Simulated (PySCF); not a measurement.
H2O3Si, SMILES O=[Si](O)O. The structure is a stationary point at B3LYP-D3(BJ)/def2-SVP. The values are those of a single conformer.

Calculation: B3LYP-D3(BJ)/def2-SVP run with PySCF.

Harmonic wavenumbers (cm⁻¹): 307, 324, 358, 400, 474, 818, 821, 884, 1017, 1289, 3858, 3860. Rotational constants (GHz): 8.146, 7.252, 3.837; symmetry number 2.

**Question.** Work out the zero-point energy and the ideal-gas rigid-rotor harmonic-oscillator thermochemistry at 298.15 K and 1 atm.

**Answer.** ZPE = ½ Σ hcν = ½ × 14410 cm⁻¹ = 20.60 kcal/mol. H − E(el) = 24.20 kcal/mol. Entropy in cal/(mol K): translation 38.98, rotation 23.39, vibration 6.14, total 68.50. G − E(el) = 3.77 kcal/mol. Cp = 17.85 cal/(mol K).
